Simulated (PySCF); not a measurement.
**Static response to an electric field**

Species: C₇H₄ClO (charge +1).
Atom-mapped SMILES: `[O+:1]#[C:2][c:3]1[cH:4][cH:5][c:6]([Cl:7])[cH:8][cH:9]1` (hydrogens: H10 on C4; H11 on C5; H12 on C8; H13 on C9)

Cartesian coordinates in Å at the GFN2-xTB level; atoms count from 1:
```
atom  x, y, z in Å
O1     3.5694   -0.4772   -0.2220
C2     2.4533   -0.3281   -0.1518
C3     1.1157   -0.1491   -0.0687
C4     0.2418   -1.2753   -0.0179
C5    -1.1085   -1.0809    0.0632
C6    -1.6454    0.2199    0.0975
Cl7   -3.3138    0.4434    0.1956
C8    -0.7865    1.3341    0.0493
C9     0.5675    1.1672   -0.0311
H10    0.6550   -2.2717   -0.0446
H11   -1.7741   -1.9298    0.1026
H12   -1.2063    2.3282    0.0775
H13    1.2275    2.0199   -0.0672
```

Level: CAM-B3LYP/def2-SVPD (PySCF), static field, nuclei fixed, core orbitals frozen in the response. The polarisability tensor in these axes (au):

```
x   161.88 -10.74  -6.82
y   -10.74  83.06   0.73
z    -6.82   0.73  49.36
```

Task: What are the eigenvalues, a third of the trace, and Δα (Δα² = ½Σ(αi − αj)² over the three pairs)?

Result: Principal values 48.94, 81.62 and 163.73 au; mean 98.10 au = 14.54 Å³ = 16.17 × 10⁻⁴⁰ C²·m²/J; Δα = 102.43 au (104 % of the mean).

Task: In TDDFT the mean static polarisability is Σ f/ω² over all singlet excitations (ω in hartree). How much of it do the 8 lowest give? Their energies (eV) and oscillator strengths: 4.47, 0.0508; 4.56, 0.5084; 4.67, 0.0000; 5.00, 0.0000; 5.56, 0.0000; 6.25, 0.0804; 6.47, 0.0000; 6.62, 0.0004.

Result: They add up to 21.50 au, 21.9 % of the 98.10 au; the largest single term is 18.08 au, from the state at 4.56 eV. Terms in order: 1.89, 18.08, 0.00, 0.00, 0.00, 1.52, 0.00, 0.01 au. Higher excitations give the rest. The strengths listed sum to 0.640.

Task: Along which axes do the principal values lie, and how far do the nuclei extend along each?

Result: Largest value along (0.99, -0.13, -0.06), where the nuclei span 6.96 Å; middle along (0.13, 0.99, -0.01), 4.33 Å; least along (0.06, 0.00, 1.00), 0.01 Å. The response follows the extents in order.

Task: What depolarisation ratio follows for Rayleigh scattering of linearly polarised light, taking the static tensor?

Result: ρ = 3Δα²/(45ᾱ² + 4Δα²) = 31478.3/(433049 + 41971.0) = 0.0663.

Task: Traceless (Buckingham) quadrupole moment about the centre of nuclear charge: eigenvalues?

Result: -19.49, 1.76, 17.73 D·Å. The values depend on the origin, since the species is charged. The electronic extent ⟨r²⟩ about the same centre is 1604 bohr², a root-mean-square distance of 2.53 Å for the 70 electrons.

Isolated species at its GFN2-xTB geometry, gas phase.

These values come from a run that also computed excited states. Hardware: one thread of an x86-64 server, on a shared host. Cost: 52 s.
